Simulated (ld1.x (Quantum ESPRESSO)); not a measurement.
**PBE PAW dataset for Tc (Z = 43), scalar-relativistic all-electron reference.**

ld1.x (Quantum ESPRESSO) 7.5 was run on this input:

```
&input
   title='Tc', zed=43., rel=1, dft='PBE', iswitch=3,
   config='[Kr] 4d5 5s1 5p1',
   nld=3, rlderiv=3.50, eminld=-3.0, emaxld=5.0, deld=0.02
 /
 &inputp
   pseudotype=3, lpaw=.true., tm=.true., lloc=-1, rcloc=2.10,
   nlcc=.false.,
   which_augfun='BESSEL', rmatch_augfun=1.30,
   file_pseudopw='Tc.UPF', file_wfcaegen='ae.wfc', file_wfcncgen='nc.wfc', file_beta='beta', file_chi='chi', file_wfcusgen='us.wfc'
 /
6
5S  1  0   1.00   0.00  2.60  3.00  0.0
5S  1  0   0.00   3.95  2.60  3.00  0.0
5P  2  1   1.00   0.00  2.80  3.20  0.0
5P  2  1   0.00   0.30  2.80  3.20  0.0
4D  3  2   5.00   0.00  1.85  2.45  0.0
4D  3  2   0.00   1.95  1.85  2.45  0.0
 &test
   configts(1)='4d5 5s1 5p1'
 /
```

Command:

```bash
ld1.x < Tc.in > Tc.out
```

Output (shortened: banner, matrices, multipoles, cross overlaps and the repeated all-electron block are left out):

```
Program LD1 v.7.5
     --------------------------- All-electron run ----------------------------

     Tc
     scalar relativistic calculation

     atomic number is 43.00
     dft =PBE   lsd =0 sic =0 latt =0  beta=0.20 tr2=1.0E-14
     Exchange-correlation= PBE
                           (   1   4   3   4   0   0   0)
     mesh =1231 r(mesh) = 100.86670 a.u. xmin = -7.00 dx = 0.01250
     1 Ry =  13.60569312 eV, c = 137.03599908

     n l     nl                  e(Ry)          e(Ha)          e(eV)
     1 0     1S 1( 2.00)     -1533.9327      -766.9664    -20870.2182
     2 0     2S 1( 2.00)      -218.9393      -109.4697     -2978.8215
     2 1     2P 1( 6.00)      -195.9556       -97.9778     -2666.1121
     3 0     3S 1( 2.00)       -38.2256       -19.1128      -520.0856
     3 1     3P 1( 6.00)       -30.6806       -15.3403      -417.4303
     4 0     4S 1( 2.00)        -5.5014        -2.7507       -74.8510
     4 1     4P 1( 6.00)        -3.4411        -1.7205       -46.8181
     3 2     3D 1(10.00)       -18.4724        -9.2362      -251.3293
     4 2     4D 1( 5.00)        -0.5908        -0.2954        -8.0377
     5 0     5S 1( 1.00)        -0.4382        -0.2191        -5.9617
     5 1     5P 1( 1.00)        -0.1542        -0.0771        -2.0973

     final scf error:  2.1E-15 reached in  28 iterations

     Etot =   -8570.913814 Ry,   -4285.456907 Ha, -116613.223141 eV

     Ekin =    8850.184256 Ry,    4425.092128 Ha,  120412.891064 eV
     Encl =  -20651.560754 Ry,  -10325.780377 Ha, -280978.798136 eV
     Eh   =    3486.775633 Ry,    1743.387816 Ha,   47439.999246 eV
     Exc  =    -256.312948 Ry,    -128.156474 Ha,   -3487.315315 eV

     normalization and overlap integrals

     s(1S/1S) =  1.000000  <r> =   0.0343  <r2> =    0.0016  r(max) =   0.0224
     s(2S/2S) =  1.000000  <r> =   0.1496  <r2> =    0.0264  r(max) =   0.1257
     s(2P/2P) =  1.000000  <r> =   0.1304  <r2> =    0.0208  r(max) =   0.1004
     s(3S/3S) =  1.000000  <r> =   0.4154  <r2> =    0.1976  r(max) =   0.3730
     s(3P/3P) =  1.000000  <r> =   0.4163  <r2> =    0.2016  r(max) =   0.3638
     s(4S/4S) =  1.000000  <r> =   1.0576  <r2> =    1.2674  r(max) =   0.9525
     s(4P/4P) =  1.000000  <r> =   1.1719  <r2> =    1.5739  r(max) =   1.0266
     s(3D/3D) =  1.000000  <r> =   0.3990  <r2> =    0.1910  r(max) =   0.3131
     s(4D/4D) =  1.000000  <r> =   1.6975  <r2> =    3.5286  r(max) =   1.2697
     s(5S/5S) =  1.000000  <r> =   3.2260  <r2> =   11.9273  r(max) =   2.6880
     s(5P/5P) =  1.000000  <r> =   4.5199  <r2> =   23.9549  r(max) =   3.5834

     ------------------------ End of All-electron run ------------------------

     --------------------- Generating PAW atomic setup --------------------

      Generating local potential from pseudized AE potential:
      Matching radius rcloc =   2.1000

      Local pseudo, rcloc= 2.093 Estimated cut-off energy=     5.68 Ry

      Computing core charge for PAW:

       r > 1.30 : true rho core
       r < 1.30 : rho core = a sin(br)/r    a=   8.67  b=   1.94

      Integrated core pseudo-charge :   8.57
      Wfc-us  5S rcutus= 2.971  Estimated cut-off energy=     5.21 Ry
      Wfc-us  5S rcutus= 2.971  Estimated cut-off energy=    13.72 Ry
      Wfc-us  5P rcutus= 3.202  Estimated cut-off energy=     7.15 Ry
      Wfc-us  5P rcutus= 3.202  Estimated cut-off energy=     7.88 Ry
      Wfc-us  4D rcutus= 2.432  Estimated cut-off energy=    19.92 Ry
      Wfc-us  4D rcutus= 2.432  Estimated cut-off energy=    17.29 Ry

     Required augmentation: BESSEL   radius:    1.300000
     Suggested rho cutoff for augmentation:  58.58 Ry

     Estimated PAW energy = -271.349434 Ryd

     ------------------- End of pseudopotential generation -------------------

     Computing logarithmic derivative in   3.51686
     Computing logarithmic derivative in   3.51686
     Computing the partial wave expansion
     R is outside the sphere for l=    0 j= 0.00
     R is outside the sphere for l=    0 j= 0.00
     R is outside the sphere for l=    1 j= 0.00
     R is outside the sphere for l=    1 j= 0.00
     R is outside the sphere for l=    2 j= 0.00
     R is outside the sphere for l=    2 j= 0.00

     ---------------------- Testing the pseudopotential ----------------------

     Tc
     scalar relativistic calculation

     atomic number is 43.00   valence charge is  7.00
     dft = SLA  PW   PBX  PBC   lsd =0 sic =0 latt =0  beta=0.20 tr2=1.0E-14
     mesh =1231 r(mesh) = 100.86670 xmin = -7.00 dx = 0.01250

     n l     nl             e AE (Ry)        e PS (Ry)    De AE-PS (Ry)
     3 2     4D   1( 5.00)       -0.59076       -0.59076        0.00000
     1 0     5S   1( 1.00)       -0.43818       -0.43817       -0.00001
     2 1     5P   1( 1.00)       -0.15415       -0.15414       -0.00002

     eps = 7.3E-15  iter =  7

     Etot =   -8570.913814 Ry,   -4285.456907 Ha, -116613.223141 eV
     Etotps =  -271.349363 Ry,    -135.674682 Ha,   -3691.896166 eV

     Ekin =      55.858904 Ry,      27.929452 Ha,     759.999100 eV
     Encl =     -91.270097 Ry,     -45.635049 Ha,   -1241.792936 eV
     Ehrt =      20.374661 Ry,      10.187330 Ha,     277.211380 eV
     Ecxc =    -256.312830 Ry,    -128.156415 Ha,   -3487.313710 eV

     ---------------------- End of pseudopotential test ----------------------
```

Note: ghost state, extra bound levels that the all-electron valence spectrum of the same l lacks: s at -18.0 eV. A true bound ghost makes a file unfit for plane-wave use.

Generation and configuration tests took about 1.7 s on one core of a shared server CPU.

Transferability test of the new file with ld1.x, input:

```
&input
   title='Tc', zed=43., rel=1, dft='PBE', iswitch=2,
   config='[Kr] 4d5 5s1 5p1'
 /
 &test
   file_pseudo='Tc.UPF', nconf=8,
   configts(1)='4d5 5s1 5p1',
   configts(2)='4d5 5s2 5p0',
   configts(3)='4d5 5s1 5p0',
   configts(4)='4d5 5s0 5p0',
   configts(5)='4d4 5s2 5p0',
   configts(6)='4d5 5s0 5p1',
   configts(7)='4d5.5 5s1.5 5p0',
   configts(8)='4d6 5s0 5p0'
 /
```

```bash
ld1.x < Tc.test.in > Tc.test.out
```

Pseudopotential blocks of its output, shortened (energy terms left out):

```
     ---------------------- Testing the pseudopotential ----------------------

     n l     nl             e AE (Ry)        e PS (Ry)    De AE-PS (Ry)
     3 2     4D   1( 5.00)       -0.59076       -0.59076        0.00000
     1 0     5S   1( 1.00)       -0.43818       -0.43817       -0.00001
     2 1     5P   1( 1.00)       -0.15415       -0.15414       -0.00002

     eps = 7.3E-15  iter =  7

     Etot =   -8570.913814 Ry,   -4285.456907 Ha, -116613.223141 eV
     Etotps =  -271.349363 Ry,    -135.674682 Ha,   -3691.896166 eV

     ---------------------- End of pseudopotential test ----------------------

          ---------------------- Testing the pseudopotential ----------------------

     n l     nl             e AE (Ry)        e PS (Ry)    De AE-PS (Ry)
     3 2     4D   1( 5.00)       -0.48964       -0.49102        0.00137
     1 0     5S   1( 2.00)       -0.37064       -0.36962       -0.00103
     2 1     5P   1( 0.00)       -0.10285       -0.10265       -0.00021

     eps = 3.2E-15  iter = 15

     Etot =   -8571.189731 Ry,   -4285.594865 Ha, -116616.977176 eV
     Etotps =  -271.624994 Ry,    -135.812497 Ha,   -3695.646314 eV
     dEtot_ae =      -0.275916 Ry
     dEtot_ps =      -0.275631 Ry,   Delta E=      -0.000286 Ry

     ---------------------- End of pseudopotential test ----------------------

          ---------------------- Testing the pseudopotential ----------------------

     n l     nl             e AE (Ry)        e PS (Ry)    De AE-PS (Ry)
     3 2     4D   1( 5.00)       -1.03602       -1.03445       -0.00157
     1 0     5S   1( 1.00)       -0.83742       -0.83746        0.00004
     2 1     5P   1( 0.00)       -0.50476       -0.50447       -0.00029

     eps = 9.2E-15  iter = 13

     Etot =   -8570.590496 Ry,   -4285.295248 Ha, -116608.824173 eV
     Etotps =  -271.026065 Ry,    -135.513032 Ha,   -3687.497462 eV
     dEtot_ae =       0.323318 Ry
     dEtot_ps =       0.323299 Ry,   Delta E=       0.000019 Ry

     ---------------------- End of pseudopotential test ----------------------

          ---------------------- Testing the pseudopotential ----------------------

     n l     nl             e AE (Ry)        e PS (Ry)    De AE-PS (Ry)
     3 2     4D   1( 5.00)       -1.65381       -1.65464        0.00083
     1 0     5S   1( 0.00)       -1.35329       -1.35220       -0.00109
     2 1     5P   1( 0.00)       -0.96265       -0.96222       -0.00043

     eps = 5.7E-15  iter = 15

     Etot =   -8569.498933 Ry,   -4284.749466 Ha, -116593.972699 eV
     Etotps =  -269.934759 Ry,    -134.967380 Ha,   -3672.649500 eV
     dEtot_ae =       1.414881 Ry
     dEtot_ps =       1.414604 Ry,   Delta E=       0.000278 Ry

     ---------------------- End of pseudopotential test ----------------------

          ---------------------- Testing the pseudopotential ----------------------

     n l     nl             e AE (Ry)        e PS (Ry)    De AE-PS (Ry)
     3 2     4D   1( 4.00)       -1.24654       -1.26894        0.02240  !
     1 0     5S   1( 2.00)       -0.93011       -0.92693       -0.00318
     2 1     5P   1( 0.00)       -0.56721       -0.56741        0.00020

     eps = 7.5E-15  iter = 21

     Etot =   -8570.334039 Ry,   -4285.167019 Ha, -116605.334895 eV
     Etotps =  -270.759020 Ry,    -135.379510 Ha,   -3683.864141 eV
     dEtot_ae =       0.579775 Ry
     dEtot_ps =       0.590343 Ry,   Delta E=      -0.010568 Ry

     ---------------------- End of pseudopotential test ----------------------

          ---------------------- Testing the pseudopotential ----------------------

     n l     nl             e AE (Ry)        e PS (Ry)    De AE-PS (Ry)
     3 2     4D   1( 5.00)       -1.12230       -1.12324        0.00094
     1 0     5S   1( 0.00)       -0.89394       -0.89292       -0.00101
     2 1     5P   1( 1.00)       -0.55286       -0.55274       -0.00012

     eps = 5.3E-16  iter = 13

     Etot =   -8570.253700 Ry,   -4285.126850 Ha, -116604.241833 eV
     Etotps =  -270.689270 Ry,    -135.344635 Ha,   -3682.915144 eV
     dEtot_ae =       0.660114 Ry
     dEtot_ps =       0.660093 Ry,   Delta E=       0.000021 Ry

     ---------------------- End of pseudopotential test ----------------------

          ---------------------- Testing the pseudopotential ----------------------

     n l     nl             e AE (Ry)        e PS (Ry)    De AE-PS (Ry)
     3 2     4D   1( 5.50)       -0.40578       -0.40134       -0.00444
     1 0     5S   1( 1.50)       -0.33775       -0.33905        0.00130
     2 1     5P   1( 0.00)       -0.08682       -0.08757        0.00075

     eps = 7.4E-15  iter = 13

     Etot =   -8571.236354 Ry,   -4285.618177 Ha, -116617.611511 eV
     Etotps =  -271.670555 Ry,    -135.835278 Ha,   -3696.266208 eV
     dEtot_ae =      -0.322539 Ry
     dEtot_ps =      -0.321192 Ry,   Delta E=      -0.001347 Ry

     ---------------------- End of pseudopotential test ----------------------

          ---------------------- Testing the pseudopotential ----------------------

     n l     nl             e AE (Ry)        e PS (Ry)    De AE-PS (Ry)
     3 2     4D   1( 6.00)       -0.84441       -0.83921       -0.00520  !
     1 0     5S   1( 0.00)       -0.74834       -0.71972       -0.02862  !
     2 1     5P   1( 0.00)       -0.44300       -0.44465        0.00165

     eps = 8.2E-15  iter = 12

     Etot =   -8570.736610 Ry,   -4285.368305 Ha, -116610.812151 eV
     Etotps =  -271.168807 Ry,    -135.584403 Ha,   -3689.439569 eV
     dEtot_ae =       0.177205 Ry
     dEtot_ps =       0.180557 Ry,   Delta E=      -0.003352 Ry

     ---------------------- End of pseudopotential test ----------------------
```
